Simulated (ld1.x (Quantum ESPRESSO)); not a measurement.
# Plane-wave convergence, TM semilocal potential for tin

tin (Sn), norm-conserving Troullier–Martins (semilocal form), made with ld1.x (Quantum ESPRESSO) 7.5 (PBE, scalar-relativistic). Core [Kr] 4d10, reference 5s2 5p2. Waves: 5p (bound): rc 1.85 bohr; 5s (bound): rc 1.80 bohr. Local part: the s channel. Core correction: none.

The pseudo-atom Hamiltonian at the reference potential is diagonalised in spherical Bessel functions j_l(qr) that vanish at 20 bohr, with q² up to the cutoff. All-electron valence levels (Ry): 5p -0.2715, 5s -0.7753.

Question: How do the lowest levels (Ry) of each channel move with the cutoff, and are there ghosts?

Answer:

```json
{"cutoff (Ry)": "8", "p #1": "-0.2551", "p #2": "0.0238", "s #1": "-0.7588", "Σ f·Δε (mRy)": "65.8"}
{"cutoff (Ry)": "10", "p #1": "-0.2566", "p #2": "0.0237", "s #1": "-0.7646", "Σ f·Δε (mRy)": "51.3"}
{"cutoff (Ry)": "15", "p #1": "-0.2575", "p #2": "0.0236", "s #1": "-0.7657", "Σ f·Δε (mRy)": "47.4"}
{"cutoff (Ry)": "18", "p #1": "-0.2596", "p #2": "0.0234", "s #1": "-0.7691", "Σ f·Δε (mRy)": "36.4"}
{"cutoff (Ry)": "21", "p #1": "-0.2627", "p #2": "0.0231", "s #1": "-0.7717", "Σ f·Δε (mRy)": "24.8"}
{"cutoff (Ry)": "30", "p #1": "-0.2703", "p #2": "0.0223", "s #1": "-0.7745", "Σ f·Δε (mRy)": "4.1"}
{"cutoff (Ry)": "35", "p #1": "-0.2710", "p #2": "0.0223", "s #1": "-0.7745", "Σ f·Δε (mRy)": "2.6"}
{"cutoff (Ry)": "40", "p #1": "-0.2710", "p #2": "0.0223", "s #1": "-0.7747", "Σ f·Δε (mRy)": "2.2"}
{"cutoff (Ry)": "45", "p #1": "-0.2711", "p #2": "0.0223", "s #1": "-0.7749", "Σ f·Δε (mRy)": "1.6"}
{"cutoff (Ry)": "55", "p #1": "-0.2713", "p #2": "0.0222", "s #1": "-0.7752", "Σ f·Δε (mRy)": "0.5"}
{"cutoff (Ry)": "60", "p #1": "-0.2714", "p #2": "0.0222", "s #1": "-0.7752", "Σ f·Δε (mRy)": "0.4"}
{"cutoff (Ry)": "400", "p #1": "-0.2715", "p #2": "0.0222", "s #1": "-0.7753", "Σ f·Δε (mRy)": "0.0"}
```

Result: no extra level below or beside the all-electron valence levels (p, s tested); the semilocal form is local in each channel, so this says nothing of the separable form that plane-wave codes build from it; 10 mRy is reached at 30 Ry and 1 mRy at 50 Ry.
